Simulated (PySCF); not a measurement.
Record of a relaxation.

C2H7BO2Si.
Atom-mapped SMILES: `[OH:1][B:2]1[CH2:3][O:4][CH2:5][SiH2:6]1` (hydrogens: H7 on O1; H8, H9 on C3; H10, H11 on C5; H12, H13 on Si6)

Computed by this run: PBE0-D3(BJ)/def2-SVP geometry optimisation, gas phase in PySCF; density fitting, grid level 1; the optimiser is geomeTRIC in internal coordinates, started from a GFN2-xTB structure with every atom displaced at random (about 0.01 Å). The frame can shift and turn from step to step; on so coarse a grid that alone can change the energy by a few meV, and forces under 0.02 eV/Å are noise.

Step 0: E = -14817.6663 eV, largest atomic force 2.045 eV/Å
```
atom  x, y, z in Å  |  force x, y, z in eV/Å
O1      2.417    0.619   -0.141   -1.176   1.660  -0.208
B2      1.109    0.291   -0.138    1.100  -0.954   0.118
C3      0.546   -1.207    0.036    0.928   0.277   0.714
O4     -0.776   -1.278   -0.319   -1.731   0.211  -0.474
C5     -1.559   -0.176    0.155    1.057  -0.372   0.582
Si6    -0.517    1.407   -0.245   -1.117  -0.217  -0.018
H7      3.075   -0.042   -0.062    0.826  -1.361   0.167
H8      1.083   -1.960   -0.568    0.167   0.030   0.072
H9      0.677   -1.514    1.121    0.184   0.140  -0.375
H10    -2.527   -0.234   -0.318   -0.609  -0.045  -0.394
H11    -1.734   -0.284    1.256    0.082   0.117  -0.248
H12    -0.806    2.435    0.768    0.135   0.417   0.329
H13    -0.982    1.926   -1.556    0.155   0.096  -0.267
```

Step 1: E = -14817.8121 eV, largest atomic force 0.562 eV/Å
```
atom  x, y, z in Å  |  force x, y, z in eV/Å
O1      2.340    0.838    0.037    0.446  -0.318   0.128
B2      1.083    0.374   -0.048   -0.194   0.164  -0.149
C3      0.643   -1.147   -0.148   -0.251  -0.184  -0.219
O4     -0.725   -1.241   -0.536    0.393   0.005   0.107
C5     -1.546   -0.327    0.169   -0.258   0.082  -0.253
Si6    -0.683    1.378   -0.069    0.155  -0.119   0.087
H7      3.016    0.138    0.084   -0.279   0.309  -0.075
H8      1.234   -1.710   -0.898   -0.073   0.053   0.046
H9      0.815   -1.670    0.818    0.001  -0.005   0.126
H10    -2.553   -0.396   -0.280    0.125   0.005   0.109
H11    -1.640   -0.602    1.238    0.015   0.011   0.079
H12    -0.923    2.383    1.013   -0.050   0.000   0.009
H13    -1.050    1.975   -1.391   -0.031  -0.002   0.004
```

Step 2: E = -14817.8224 eV, largest atomic force 0.216 eV/Å
```
atom  x, y, z in Å  |  force x, y, z in eV/Å
O1      2.348    0.829    0.032    0.078  -0.046   0.020
B2      1.083    0.378   -0.058    0.023   0.044  -0.016
C3      0.643   -1.148   -0.144   -0.193  -0.048  -0.083
O4     -0.718   -1.242   -0.534    0.116   0.000   0.042
C5     -1.546   -0.324    0.160   -0.036   0.011  -0.045
Si6    -0.680    1.379   -0.062    0.065  -0.052   0.034
H7      3.015    0.129    0.048   -0.059   0.056  -0.016
H8      1.232   -1.717   -0.885    0.002  -0.010   0.008
H9      0.811   -1.656    0.835    0.013   0.041   0.024
H10    -2.550   -0.393   -0.284    0.018  -0.016   0.014
H11    -1.640   -0.595    1.232    0.006   0.014   0.017
H12    -0.932    2.371    1.029   -0.023  -0.009  -0.003
H13    -1.056    1.982   -1.379   -0.010   0.016   0.003
```

Step 3: E = -14817.8246 eV, largest atomic force 0.086 eV/Å
```
atom  x, y, z in Å  |  force x, y, z in eV/Å
O1      2.354    0.829    0.022   -0.079   0.029  -0.019
B2      1.087    0.379   -0.068    0.026  -0.001   0.033
C3      0.638   -1.148   -0.145   -0.029   0.016  -0.054
O4     -0.718   -1.245   -0.533    0.015  -0.005   0.008
C5     -1.546   -0.323    0.157    0.025   0.001   0.027
Si6    -0.674    1.376   -0.057   -0.008   0.002  -0.005
H7      3.018    0.130    0.023    0.051  -0.055   0.000
H8      1.226   -1.730   -0.877    0.015  -0.025   0.010
H9      0.806   -1.637    0.844    0.011   0.023   0.009
H10    -2.550   -0.395   -0.284   -0.021  -0.004  -0.012
H11    -1.639   -0.591    1.232    0.000   0.005  -0.003
H12    -0.935    2.358    1.042   -0.006  -0.004   0.003
H13    -1.057    1.990   -1.367   -0.001   0.016   0.005
```

Step 4: E = -14817.8254 eV, largest atomic force 0.077 eV/Å
```
atom  x, y, z in Å  |  force x, y, z in eV/Å
O1      2.356    0.823    0.010   -0.057   0.048  -0.022
B2      1.088    0.380   -0.076    0.037  -0.029   0.035
C3      0.637   -1.147   -0.148    0.013   0.040  -0.026
O4     -0.718   -1.246   -0.531   -0.039  -0.015  -0.007
C5     -1.545   -0.323    0.157    0.036  -0.013   0.026
Si6    -0.674    1.377   -0.053   -0.024   0.013  -0.018
H7      3.017    0.121    0.005    0.036  -0.042   0.000
H8      1.227   -1.739   -0.871    0.001  -0.013   0.010
H9      0.808   -1.621    0.849    0.002   0.004   0.006
H10    -2.550   -0.396   -0.282   -0.012   0.000  -0.011
H11    -1.636   -0.589    1.233   -0.003   0.003  -0.005
H12    -0.938    2.351    1.052    0.005  -0.004   0.005
H13    -1.061    2.002   -1.358    0.003   0.009   0.007
```

Step 5: E = -14817.8258 eV, largest atomic force 0.055 eV/Å
```
atom  x, y, z in Å  |  force x, y, z in eV/Å
O1      2.358    0.822   -0.006   -0.008   0.008  -0.017
B2      1.089    0.379   -0.083   -0.005  -0.019   0.018
C3      0.635   -1.146   -0.151    0.051   0.020   0.008
O4     -0.721   -1.249   -0.529   -0.035  -0.003  -0.007
C5     -1.545   -0.324    0.160    0.014  -0.009   0.008
Si6    -0.673    1.377   -0.049   -0.019   0.012  -0.016
H7      3.019    0.119   -0.016    0.004  -0.004  -0.002
H8      1.224   -1.749   -0.866   -0.003  -0.004   0.003
H9      0.808   -1.608    0.853   -0.005  -0.005  -0.003
H10    -2.551   -0.396   -0.277    0.000   0.004  -0.003
H11    -1.633   -0.588    1.235   -0.004   0.001  -0.001
H12    -0.934    2.343    1.064    0.010  -0.004   0.007
H13    -1.064    2.013   -1.346    0.001   0.003   0.004
```

Step 6: E = -14817.8260 eV, largest atomic force 0.046 eV/Å
```
atom  x, y, z in Å  |  force x, y, z in eV/Å
O1      2.358    0.822   -0.023    0.023  -0.011  -0.010
B2      1.089    0.378   -0.090   -0.020  -0.004   0.003
C3      0.635   -1.147   -0.152    0.040  -0.003   0.024
O4     -0.723   -1.251   -0.526   -0.019   0.005  -0.005
C5     -1.544   -0.324    0.163   -0.002  -0.005  -0.004
Si6    -0.673    1.377   -0.044   -0.005   0.005  -0.009
H7      3.020    0.118   -0.038   -0.015   0.017  -0.004
H8      1.221   -1.756   -0.863   -0.005   0.004  -0.003
H9      0.809   -1.601    0.854   -0.008  -0.007  -0.006
H10    -2.552   -0.395   -0.273    0.007   0.002   0.002
H11    -1.632   -0.589    1.239   -0.004   0.001   0.003
H12    -0.928    2.337    1.076    0.009  -0.004   0.007
H13    -1.069    2.023   -1.335   -0.001  -0.001   0.002
```

Step 7: E = -14817.8262 eV, largest atomic force 0.043 eV/Å
```
atom  x, y, z in Å  |  force x, y, z in eV/Å
O1      2.358    0.822   -0.051    0.036  -0.023  -0.002
B2      1.089    0.376   -0.099   -0.024   0.013  -0.012
C3      0.634   -1.147   -0.153    0.010  -0.026   0.032
O4     -0.726   -1.252   -0.522    0.009   0.012  -0.001
C5     -1.544   -0.324    0.169   -0.017   0.002  -0.009
Si6    -0.673    1.378   -0.035    0.011  -0.004  -0.003
H7      3.020    0.119   -0.075   -0.023   0.026  -0.003
H8      1.216   -1.765   -0.860   -0.003   0.011  -0.009
H9      0.810   -1.595    0.856   -0.007  -0.006  -0.008
H10    -2.552   -0.392   -0.265    0.009  -0.001   0.004
H11    -1.630   -0.590    1.245   -0.002   0.000   0.004
H12    -0.914    2.328    1.095    0.005  -0.002   0.005
H13    -1.076    2.035   -1.318   -0.004  -0.002   0.001
```

Step 8: E = -14817.8264 eV, largest atomic force 0.038 eV/Å
```
atom  x, y, z in Å  |  force x, y, z in eV/Å
O1      2.357    0.822   -0.072    0.024  -0.016   0.003
B2      1.088    0.375   -0.106   -0.012   0.016  -0.014
C3      0.633   -1.149   -0.154   -0.015  -0.028   0.022
O4     -0.728   -1.252   -0.519    0.022   0.010   0.000
C5     -1.544   -0.324    0.175   -0.017   0.006  -0.005
Si6    -0.671    1.378   -0.027    0.015  -0.007   0.001
H7      3.020    0.120   -0.103   -0.015   0.016  -0.001
H8      1.212   -1.768   -0.861    0.000   0.010  -0.009
H9      0.810   -1.595    0.856   -0.003  -0.003  -0.006
H10    -2.553   -0.389   -0.258    0.006  -0.002   0.004
H11    -1.630   -0.591    1.251    0.000  -0.001   0.003
H12    -0.901    2.322    1.111    0.001  -0.001   0.002
H13    -1.082    2.043   -1.304   -0.005  -0.001   0.001
```

Step 9: E = -14817.8265 eV, largest atomic force 0.026 eV/Å
```
atom  x, y, z in Å  |  force x, y, z in eV/Å
O1      2.357    0.821   -0.083    0.002  -0.003   0.004
B2      1.088    0.374   -0.109    0.003   0.009  -0.007
C3      0.632   -1.150   -0.154   -0.023  -0.012   0.004
O4     -0.730   -1.250   -0.518    0.018   0.002   0.001
C5     -1.544   -0.323    0.179   -0.008   0.006   0.002
Si6    -0.670    1.378   -0.022    0.009  -0.006   0.001
H7      3.020    0.119   -0.118   -0.001   0.000   0.000
H8      1.208   -1.767   -0.866    0.002   0.004  -0.005
H9      0.810   -1.599    0.853    0.002  -0.001  -0.003
H10    -2.553   -0.386   -0.253    0.001  -0.001   0.001
H11    -1.629   -0.592    1.254    0.001  -0.001   0.000
H12    -0.892    2.319    1.120   -0.001   0.001   0.000
H13    -1.086    2.047   -1.295   -0.003   0.001   0.002
```

**Question.** Summarise the path.

**Answer.** The energy falls by 15.46 kJ/mol from step 0 to step 9; nine tenths of that is first reached at step 1. It falls at every step. The largest force goes from 2.045 to 0.026 eV/Å. Among the bonds B2–Si6 changes most, from 1.975 to 2.026 Å; the atoms move by 0.053 Å rms after alignment.

**Question.** Follow the three bonds and two angles with the largest change from start to end.

**Answer.** 
| step | E above end (kJ/mol) | largest force (eV/Å) | B2–Si6 (Å) | C3–O4 (Å) | O1–H7 (Å) | B2–O1–H7 (°) | C5–Si6–H12 (°) |
| --- | --- | --- | --- | --- | --- | --- | --- |
| 0 | 15.46 | 2.045 | 1.975 | 1.371 | 0.936 | 120.7 | 108.9 |
| 1 | 1.39 | 0.562 | 2.032 | 1.425 | 0.974 | 113.8 | 115.7 |
| 2 | 0.40 | 0.216 | 2.027 | 1.419 | 0.967 | 114.0 | 115.3 |
| 3 | 0.18 | 0.086 | 2.025 | 1.414 | 0.964 | 113.9 | 114.8 |
| 4 | 0.11 | 0.077 | 2.025 | 1.412 | 0.964 | 113.9 | 114.5 |
| 5 | 0.07 | 0.055 | 2.025 | 1.411 | 0.965 | 113.9 | 114.3 |
| 6 | 0.05 | 0.046 | 2.026 | 1.412 | 0.966 | 113.9 | 114.2 |
| 7 | 0.03 | 0.043 | 2.027 | 1.412 | 0.966 | 113.9 | 114.1 |
| 8 | 0.01 | 0.038 | 2.027 | 1.413 | 0.966 | 113.9 | 114.1 |
| 9 | 0.00 | 0.026 | 2.026 | 1.413 | 0.966 | 113.9 | 114.1 |

The cost below is that of the whole optimisation. Hardware: an Intel Xeon Platinum 8488C with one thread (shared host). Cost: 59 s wall, 0.52 GiB resident at most.
